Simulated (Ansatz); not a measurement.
Geometry optimisation, Ansatz 0.2.0, RKS PBE/def2-SVP.

Input file:

```yaml
crystal:
  periodic: [false, false, false]
  atoms:
    - { symbol: Ta, position_ang: [0.0, 0.0, 0.0] }
    - { symbol: Cl, position_ang: [2.47, 0.0, 0.0] }
    - { symbol: Cl, position_ang: [0.0, 0.0, 2.47] }
    - { symbol: Cl, position_ang: [0.0, 0.0, -2.47] }
    - { symbol: "N", position_ang: [-1.08, 1.8706, 0.0] }
    - { symbol: H, position_ang: [-1.6414, 2.1584, 0.8518] }
    - { symbol: H, position_ang: [-1.0486, 2.5007, -0.8518] }
    - { symbol: "N", position_ang: [-1.08, -1.8706, 0.0] }
    - { symbol: H, position_ang: [-1.8056, -2.0636, 0.7482] }
    - { symbol: H, position_ang: [-0.8844, -2.5955, -0.7482] }
basis:
  gaussian: { orbitals: def2-SVP }
hamiltonian:
  xc: pbe
relax:
  f_tol: 0.02
  max_steps: 40
```

Launched with:

```bash
$ ansatz run input.yaml --threads 4 --pin off --max-ram 5120MiB --backend cpu --events-out ev --progress --plain --runs-dir out
```

Problem. Where does it end, and by what steps?

Solution. The forces met the threshold. The force dipped under the threshold on the way, but the program's further checks kept it going. After 10 steps the energy has fallen by 1.227 eV; H10 moved furthest, 0.54 Å.

| step | energy less start (eV) | largest force component (eV/Å) | accepted |
| --- | --- | --- | --- |
| 0 | 0.0000 | 2.241 | yes |
| 1 | -1.0969 | 0.607 | yes |
| 2 | -1.1908 | 0.680 | yes |
| 3 | -1.2094 | 0.495 | yes |
| 4 | -1.2152 | 0.203 | yes |
| 5 | -1.2166 | 0.205 | yes |
| 6 | -1.2196 | 0.255 | yes |
| 7 | -1.2259 | 0.054 | yes |
| 8 | -1.2267 | 0.028 | yes |
| 9 | -1.2269 | 0.005 | yes |
| 10 | -1.2270 | 0.016 | yes |

```xyz
10
Properties=species:S:1:pos:R:3
Ta 0.042 0.000 0.018
Cl 2.381 -0.002 0.115
Cl -0.261 0.008 2.351
Cl -0.038 -0.010 -2.331
N -0.954 1.722 -0.019
H -1.403 2.148 0.798
H -1.235 2.200 -0.882
N -0.957 -1.721 -0.005
H -1.401 -2.141 0.818
H -1.244 -2.203 -0.863
```

Whether the end is a true minimum wasn't checked by a vibrational analysis.

Time of the run: 26 s on 4 threads of Arm Neoverse V1, with other jobs on the host, peak memory 0.21 GiB.
